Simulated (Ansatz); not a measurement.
A structure relaxed at PBE-D4/def2-SVP in Ansatz, charge 1, doublet:

Cartesian coordinates in Å:
```
Ta -0.192 0.118 1.408
Ta -0.016 0.549 -1.316
O -0.471 -0.910 -2.104
O -0.709 -1.505 1.646
O 1.318 -0.307 0.036
O 1.430 1.171 0.278
O -1.360 0.884 0.052
```

Give its formula and point group.

the cluster Ta₂O₅⁺. Point group Cs (tolerance 0.1 Å).

Summarise the bond lengths by kind (pairs closer than 1.2 times the sum of covalent radii, bridged metal pairs left out).

8 × O–Ta 1.72 to 2.24 Å; 1 × O–O 1.50 Å.

In the def2 sets Ta takes a core potential; there is no spin–orbit coupling. The structure holds 1 bond(s) between oxygen atoms. Another isomer (doublet) lies 3.33 eV lower at PBE0-D4/def2-TZVP; other spin states weren't run for this one.
